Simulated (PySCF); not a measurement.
These 2 structures share the formula C6H13F. Method used: PBE0-D3(BJ)/def2-SVP geometry optimisation, gas phase (PySCF). One conformer each; no zero-point energy, no entropy. No frequencies were run at this level. Point groups hold within 0.08 Å.

Question: Rank from lowest to highest electronic energy at this level (kcal/mol).
A. `[CH3:1][CH2:2][CH2:3][CH2:4][CH2:5][CH2:6][F:7]` with C1–C2–C3–C4 180°, C2–C3–C4–C5 180°, C3–C4–C5–C6 -178°, C4–C5–C6–F7 60°
B. `[CH3:1][CH:2]([CH3:3])[CH2:4][CH2:5][CH2:6][F:7]` with C1–C2–C4–C5 -61°, C2–C4–C5–C6 -172°, C4–C5–C6–F7 62°

Answer: B (0.0), A (0.5).

Neighbours under 2.5 kcal/mol apart (CC(C)CCCF and CCCCCCF) can change places with a better method, another conformer or zero-point energy.

```tsv
SMILES	E (Eh)	E rel (kcal/mol)	dipole (D)	point group	A, B, C (MHz)
CC(C)CCCF	-335.69337	0.0	1.63	C1	5196, 1146, 996.1
CCCCCCF	-335.69256	0.5	1.63	C1	8494, 818.4, 783.4
```

Question: How do the relative energies change in single points at PBE0/pcSseg-1 (no added dispersion term) on the same geometries?

Answer: 
```csv
SMILES,PBE0-D3(BJ)/def2-SVP (kcal/mol),PBE0/pcSseg-1 (kcal/mol),shift
CC(C)CCCF,0.0,0.0,0.0
CCCCCCF,0.5,0.3,-0.2
```

Each column counts from its own lowest isomer. The order is unchanged; the largest shift is 0.2 kcal/mol.

Question: As an exercise, what shares would exp(−E/RT) give at 2000 K from these electronic energies alone (no entropy, no degeneracies)?

Answer: RT = 3.974 kcal/mol: CC(C)CCCF 53.2 %, CCCCCCF 46.8 %.
